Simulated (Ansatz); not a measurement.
Isolated molecules relaxed with PBE0-D4/def2-TZVP in Ansatz; ΔE leaves out vibrations. CCSD(T)/CBS is the MP2 limit (def2-TZVPP, def2-QZVPP) plus CCSD(T) − MP2 in def2-TZVPP, frozen cores. This one scheme is used for every species. Functionals use def2-TZVPP. B3LYP here is the variant with VWN-RPA as its local correlation; programs differ in this. Elements past krypton have def2 core potentials. For Te outer-core shells are correlated without core-valence functions, which leaves a few kJ/mol of doubt a bond. Each species was taken in one conformer, which may not be the lowest.

Consider the formal exchange of groups at a B–F bond: `NB(F)[TeH]` + CH₄ → `CB(N)[TeH]` + H–F.

| level | ΔE (kcal/mol) | difference from CCSD(T)/CBS |
| --- | --- | --- |
| PBE-D4 | 29.3 | 1.0 |
| r2SCAN-D4 | 31.9 | 3.6 |
| PBE0-D4 | 29.2 | 0.9 |
| B3LYP-D4 | 31.7 | 3.4 |
| ωB97X-V | 31.2 | 2.9 |
| ωB97M-V | 31.0 | 2.7 |
| B2PLYP | 32.0 | 3.7 |
| PBE | 30.4 | 2.1 |
| r2SCAN | 32.2 | 3.9 |
| PBE0 | 30.2 | 1.9 |
| B3LYP | 33.5 | 5.2 |
| HF/def2-TZVPP | 35.7 | 7.4 |
| MP2/def2-TZVPP | 28.5 | 0.2 |
| SCS-MP2/def2-TZVPP | 30.1 | 1.8 |
| CCSD/def2-TZVPP | 30.2 | 1.9 |
| CCSD(T)/def2-TZVPP | 29.6 | 1.3 |
| HF/def2-QZVPP | 35.6 | 7.3 |
| MP2/def2-QZVPP | 27.8 | -0.5 |
| SCS-MP2/def2-QZVPP | 29.4 | 1.1 |
| HF/CBS(def2) | 35.6 | 7.3 |
| MP2/CBS(def2) | 27.2 | -1.1 |
| CCSD/CBS(def2) | 28.9 | 0.6 |
| CCSD(T)/CBS | 28.3 | 0 |

Largest T1 diagnostic among the species: 0.012.

The D4 term adds −1.8 kcal/mol with B3LYP and −1.0 kcal/mol with PBE0; it sums over pairs of atoms, weighted by their polarisabilities, and B3LYP, whose exchange is more repulsive, gets the larger term. In def2-TZVPP, CCSD(T) changes the Hartree–Fock value by −6.1 kcal/mol (the triples alone add −0.6 kcal/mol) and MP2 by −7.1 kcal/mol.
